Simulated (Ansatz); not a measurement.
`C[O][Al]([F])[Cl]` + H–F → `[F][Al]([F])[Cl]` + CH₃OH at 400 K and 1 bar (ligand exchange at the Al–O bond).

Gas-phase electronic energies from Ansatz, PBE0-D4/def2-TZVP geometries. CBS: MP2 limit from def2 TZ/QZ plus the TZ coupled-cluster correction, frozen cores. This one scheme is used for every species. Each species was taken in one conformer, which may not be the lowest.

```json
{"species": "`C[O][Al]([F])[Cl]`", "CCSD(T)/CBS energy (Eh)": "-916.81237", "H − E (kJ/mol)": "153.4", "S (J/(mol·K))": "386.7"}
{"species": "H–F", "CCSD(T)/CBS energy (Eh)": "-100.39570", "H − E (kJ/mol)": "36.5", "S (J/(mol·K))": "182.2"}
{"species": "`[F][Al]([F])[Cl]`", "CCSD(T)/CBS energy (Eh)": "-901.60711", "H − E (kJ/mol)": "39.6", "S (J/(mol·K))": "318.8"}
{"species": "CH₃OH", "CCSD(T)/CBS energy (Eh)": "-115.61712", "H − E (kJ/mol)": "151.2", "S (J/(mol·K))": "252.6"}
```

H − E and S are ideal-gas, rigid-rotor, harmonic terms from PBE0-D4/def2-TZVP, for one conformer and one mirror image of each species. 1 Eh = 2625.50 kJ/mol, R = 8.31446 J/(mol·K).

Problem. By hand: ΔE, ΔH, ΔS and ΔG.

Solution. ΔE = (-901.60711) + (-115.61712) − (-916.81237) − (-100.39570) = -0.01616 Eh = -42.4 kJ/mol. Δ(H − E) = 39.6 + 151.2 − 153.4 − 36.5 = 0.9, so ΔH = -41.5 kJ/mol. ΔS = 318.8 + 252.6 − 386.7 − 182.2 = 2.5 J/(mol·K). ΔG = -41.5 − 400 × (2.5)/1000 = -42.5 kJ/mol.

Problem. By hand: the equilibrium constant, and the temperature at which ΔG would vanish if ΔH and ΔS stayed fixed.

Solution. log₁₀ K = −ΔG/(RT ln 10) = 5.5. ΔH and −TΔS have one sign here, so there is no such temperature. One of them is within its doubt of zero, so this could turn.

The number of gas molecules stays the same, so ΔS is small and ΔH decides. A doubt of 5 kJ/mol in ΔE shifts log₁₀ K by 0.7 here. Other conformers and mirror images would add mixing entropy, several J/(mol·K) or more a flexible species. These are equilibria of isolated gas molecules and say nothing of rates. Largest T1 diagnostic: 0.012 (customary marks: 0.02 for closed shells, 0.045 for open ones).
